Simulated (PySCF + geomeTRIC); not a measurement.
The multiplicity is imposed and other spin states were not computed.

All values below come from PySCF + geomeTRIC with TPSS-D3(BJ)/def2-SVP. fastk is a local helper that only speeds up exchange builds. No frequencies were computed at this level.

```python
import json, numpy as np
from pyscf import gto, dft
from fastk import lowrank_exchange
atoms = """
Cu     0.000000     0.000000     0.000000
N     -1.449129    -3.190797     1.009271
C     -0.867836    -1.910862     0.604419
H     -1.854391    -4.083134     1.291523
C      0.801711     1.765273    -0.558372
H      1.894471     1.713132    -0.583930
H      0.523027     2.563734     0.136101
H      0.459301     2.057513    -1.555794
"""
def scf(charge, spin, dm0=None):
    mol = gto.M(atom=atoms, basis='def2-svp', ecp={}, charge=charge, spin=spin, verbose=3, max_memory=5040)
    mf = dft.KS(mol, xc='tpss').density_fit(auxbasis="def2-universal-jkfit")
    mf.disp = 'd3bj'
    mf.grids.level = 3
    mf.conv_tol = 1e-8
    mf.max_cycle = 120
    mf.level_shift = 0.25
    mf.kernel(dm0)
    if not mf.converged:
        mf = mf.newton().run(mf.mo_coeff, mf.mo_occ).undo_soscf()
    return mf
mf = scf(0, 0)
from pyscf.geomopt.geometric_solver import kernel as optimize
path = []
done, mol = optimize(mf, maxsteps=120, assert_convergence=False, callback=lambda env: path.append((env["energy"], bool(env["g_scanner"].converged))))
res = dict(converged=bool(done and path[-1][1]), energy=path[-1][0], path=[e for e, c in path], xyz=mol.atom_coords(unit="Angstrom").tolist(), nao=mol.nao)
json.dump(res, open("result.json", "w"))
```

Output:

```
SCF not converged.
converged SCF energy = -1773.47914612097
Geometry optimization cycle 1
converged SCF energy = -1773.47914611981
cycle 1: E = -1773.47914612  dE = -1773.48  norm(grad) = 0.336116
Geometry optimization cycle 2
converged SCF energy = -1773.55798247003
cycle 2: E = -1773.55798247  dE = -0.0788364  norm(grad) = 0.20832
Geometry optimization cycle 3
converged SCF energy = -1773.56420094302
cycle 3: E = -1773.56420094  dE = -0.00621847  norm(grad) = 0.38129
Geometry optimization cycle 4
converged SCF energy = -1773.58960652858
cycle 4: E = -1773.58960653  dE = -0.0254056  norm(grad) = 0.0602965
Geometry optimization cycle 5
converged SCF energy = -1773.59247868901
cycle 5: E = -1773.59247869  dE = -0.00287216  norm(grad) = 0.031277
Geometry optimization cycle 6
converged SCF energy = -1773.59281178057
cycle 6: E = -1773.59281178  dE = -0.000333092  norm(grad) = 0.00307379
Geometry optimization cycle 7
converged SCF energy = -1773.59282214702
cycle 7: E = -1773.59282215  dE = -1.03665e-05  norm(grad) = 0.00118669
Geometry optimization cycle 8
converged SCF energy = -1773.59282306043
cycle 8: E = -1773.59282306  dE = -9.13412e-07  norm(grad) = 0.000396821
<class 'geometric.internal.Distance'> : 7
<class 'geometric.internal.Angle'> : 6
<class 'geometric.internal.LinearAngle'> : 6
<class 'geometric.internal.TranslationX'> : 1
<class 'geometric.internal.TranslationY'> : 1
<class 'geometric.internal.TranslationZ'> : 1
<class 'geometric.internal.RotationA'> : 1
<class 'geometric.internal.RotationB'> : 1
<class 'geometric.internal.RotationC'> : 1
Step    0 : Gradient = 1.188e-01/2.532e-01 (rms/max) Energy = -1773.4791461198
Step    1 : Displace = 9.995e-02/1.704e-01 (rms/max) Trust = 1.000e-01 (=) Grad = 7.365e-02/1.600e-01 (rms/max) E (change) = -1773.5579824700 (-7.884e-02) Quality = 1.148
Step    2 : Displace = 1.299e-01/2.214e-01 (rms/max) Trust = 1.414e-01 (+) Grad = 1.348e-01/2.826e-01 (rms/max) E (change) = -1773.5642009430 (-6.218e-03) Quality = 0.126
Step    3 : Displace = 5.813e-02/1.358e-01 (rms/max) Trust = 6.497e-02 (-) Grad = 2.132e-02/4.882e-02 (rms/max) E (change) = -1773.5896065286 (-2.541e-02) Quality = 0.802
Step    4 : Displace = 6.196e-02/8.468e-02 (rms/max) Trust = 9.188e-02 (+) Grad = 1.106e-02/2.468e-02 (rms/max) E (change) = -1773.5924786890 (-2.872e-03) Quality = 0.993
Step    5 : Displace = 1.640e-02/2.557e-02 (rms/max) Trust = 1.299e-01 (+) Grad = 1.087e-03/2.259e-03 (rms/max) E (change) = -1773.5928117806 (-3.331e-04) Quality = 0.971
Step    6 : Displace = 2.335e-03/3.233e-03 (rms/max) Trust = 1.838e-01 (+) Grad = 4.196e-04/6.885e-04 (rms/max) E (change) = -1773.5928221470 (-1.037e-05) Quality = 1.034
Step    7 : Displace = 3.378e-04/6.513e-04 (rms/max) Trust = 2.599e-01 (+) Grad = 1.403e-04/2.331e-04 (rms/max) E (change) = -1773.5928230604 (-9.134e-07) Quality = 1.340
Converged! =D
```

Cost: very roughly 4 core-minutes.
